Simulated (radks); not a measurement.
Task: Radial electron density D(r) = 4 pi r^2 rho(r) of an atom or ion with 51 electrons. Method: scalar-relativistic Kohn-Sham, AM05, spin-polarised, spherical densities, point nucleus; computed with a radial shooting solver on a logarithmic mesh with Libxc functionals.

r (bohr),D(r) (e/bohr),spin D(r)
0.002536,8.644,-0.0000901
0.003492,14.14,-0.000135
0.004848,22.53,-0.000172
0.006676,33.68,-0.000132
0.009194,46.92,0.000196
0.01276,59.76,0.00139
0.01758,66.91,0.00460
0.0242,65.50,0.0118
0.0336,59.39,0.0253
0.04627,61.38,0.0415
0.06423,77.19,0.0461
0.08846,86.81,0.0210
0.1218,72.72,-0.00865
0.1691,61.24,0.0322
0.2329,71.61,0.0929
0.3207,59.43,0.0254
0.4452,27.76,0.0490
0.6131,24.77,0.221
0.8443,24.41,0.0441
1.172,11.89,0.110
1.614,4.809,0.870
2.223,2.448,1.15
3.086,0.8308,0.560
4.249,0.1869,0.164
5.852,0.1298,0.129
8.124,0.1345,0.135
11.19,0.05381,0.0538
15.41,0.006235,0.00624
21.39,0.0001430,0.000143

What is the nuclear charge?

Result: Z = 52. The innermost maximum, from 1s, lies near gamma/Z bohr with gamma = sqrt(1 - (Z/c)^2) = 0.925, here 0.0178 bohr (found: 0.0195), and its height grows with Z. The density is that of the tellurium ion Te+ in [Kr] 4d10 5s2 5p2 4f1; the configuration itself is not fixed sharply by these data, and Z only to a few units. D(r) has 5 maxima, at r = 0.0195, 0.0864, 0.248, 0.719, 7.15 bohr, and minima at 0.0379, 0.164, 0.531, 5.27 bohr, inside which lie 1.98, 11.18, 29.02, 50.21 electrons.
